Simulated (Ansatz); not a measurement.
Nb₂B₂, relaxed as a singlet with RKS r2SCAN-D4/def2-TZVP in Ansatz, starting from the GFN1-xTB geometry. Force threshold 0.02 eV/Å.

In the def2 sets Nb takes a core potential; there is no spin–orbit coupling. The restricted singlet is unstable towards broken spin symmetry at other levels; at r2SCAN-D4/def2-TZVP this wasn't settled. Another isomer (triplet) lies 2.04 eV lower at PBE0-D4/def2-TZVP; other spin states weren't run for this one.

Start:

```xyz
4

Nb   -1.117   -1.237   -1.008
Nb    1.105    1.240    1.017
B    -0.207    0.629   -0.543
B     0.218   -0.632    0.534
```

Estimate the energy that the relaxation releases and the steps that it takes.

24.6 kJ/mol, in 11 steps; 48 s on 2 threads of Arm Neoverse V2 on a shared host. The force fell under the threshold at step 4, but the optimiser went on. No frequencies were taken in this run, so the end may be a saddle point.

Does the start keep its bonding and symmetry?

By distances, no bond broke or formed. The bond that changes most is Nb1–Nb2, from 3.89 to 3.69 Å (atoms count from 1). Point group D2h at the start, D2h at the end, both within 0.05 Å; within 0.015 Å the end is Cs.

Predict the relaxed structure.


```xyz
4

Nb   -1.061   -1.176   -0.959
Nb    1.043    1.169    0.959
B    -0.206    0.639   -0.543
B     0.223   -0.633    0.543
```
Bond lengths (bridged metal pairs left out): 4 × B–Nb 2.02 to 2.05 Å; 1 × Nb–Nb 3.69 Å; 1 × B–B 1.73 Å.
